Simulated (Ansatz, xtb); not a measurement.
# Two isomers of C5H8NOS+

Structure I is `OCC[n+]1ccsc1`, a singlet and structure II is `C[n+]1csc(CO)c1`, a singlet. Both are isolated ions in the gas phase, relaxed with PBE-D3(BJ)/def2-SVP; the shapes shown needn't be the lowest conformers.

I (Å):

```xyz
16

C     0.6140    0.5874    0.8581
C    -0.2655    1.5317    0.0459
C     0.9728    1.4677   -2.1459
C     0.8105    1.1327   -3.4647
C    -1.2072    0.7856   -2.1330
N    -0.1859    1.2633   -1.4088
O     1.9499    0.8154    0.4735
S    -0.7969    0.5638   -3.7673
H     2.5375    0.2210    0.9751
H     0.2869   -0.4667    0.6856
H     0.4213    0.8230    1.9317
H    -1.3246    1.4434    0.3496
H     0.0603    2.5796    0.2015
H     1.8727    1.8271   -1.6331
H     1.5513    1.1920   -4.2722
H    -2.1982    0.5725   -1.7107
```

II (Å):

```xyz
16

C    -0.4419   -0.8970   -0.7459
C     1.7069    0.0557    0.0419
C     0.7415    1.7921    1.4887
C     0.4452    2.9239    2.4313
C    -0.1962    1.0199    0.8475
N     0.3697    0.0473    0.0372
O    -0.9510    3.0213    2.5054
S     2.3465    1.2696    1.0509
H    -1.0862   -0.3307   -1.4445
H    -1.0720   -1.4926   -0.0586
H     0.2228   -1.5684   -1.3158
H     2.3198   -0.6440   -0.5415
H     0.9356    3.8503    2.0395
H     0.9284    2.7016    3.4158
H    -1.1870    3.7451    3.1135
H    -1.2838    1.1245    0.9362
```

Question: Estimate E(II) − E(I) at the level CCSD(T)/def2-SVP + ΔMP2/def2-TZVPP.

Answer: Too close to call at this level: CCSD(T)/def2-SVP + ΔMP2/def2-TZVPP gives E(II) − E(I) = +5.39 kJ/mol.

Level by level:

| level | geometry | E(II) − E(I) (kJ/mol) | departure from the last row (kJ/mol) | job, with rough time for the two |
| --- | --- | --- | --- | --- |
| GFN2-xTB | GFN2-xTB | −4.64 | −10.03 | optimisation, 0.21 s |
| HF/STO-3G | GFN2-xTB | −0.83 | −6.23 | single point, 0.5 s |
| r2SCAN-D4/def2-SVP | GFN2-xTB | −0.63 | −6.03 | single point, 4.9 s |
| PBE-D3(BJ)/def2-SVP | PBE-D3(BJ)/def2-SVP | +1.99 | −3.41 | optimisation, 32 s |
| HF/def2-SVP | PBE-D3(BJ)/def2-SVP | +2.12 | −3.27 | part of the CCSD(T) run |
| MP2/def2-SVP | PBE-D3(BJ)/def2-SVP | +3.04 | −2.35 | part of the CCSD(T) run |
| CCSD(T)/def2-SVP | PBE-D3(BJ)/def2-SVP | +4.27 | −1.12 | single point |
| CCSD(T)/def2-SVP + ΔMP2/def2-TZVPP | PBE-D3(BJ)/def2-SVP | +5.39 |  | single point, 2.1 min |

As drawn, both hold the same kinds of bond in the same numbers. Structure I has 0 methyl groups, II 1.

GFN2-xTB puts the two in the other order. HF/STO-3G, r2SCAN-D4/def2-SVP, PBE-D3(BJ)/def2-SVP find them nearly level. The largest departure from CCSD(T)/def2-SVP + ΔMP2/def2-TZVPP is that of GFN2-xTB, 10.03 kJ/mol. The last row adds to CCSD(T) the change of the MP2 difference between the two basis sets, here +1.12 kJ/mol.

With thermal terms from frequencies at re-optimised GFN2-xTB minima (ideal gas, soft modes damped towards free rotors, one conformer each, 298.15 K, 1 atm): on the last row, ΔE + ΔZPE = +2.39, ΔH = +4.05, ΔG = +0.14 kJ/mol.

The correlated steps freeze 12 core orbitals. Run with Ansatz 0.2.0, xtb 6.7.1; the last row on 4 threads of Arm Neoverse V1 on a shared host.
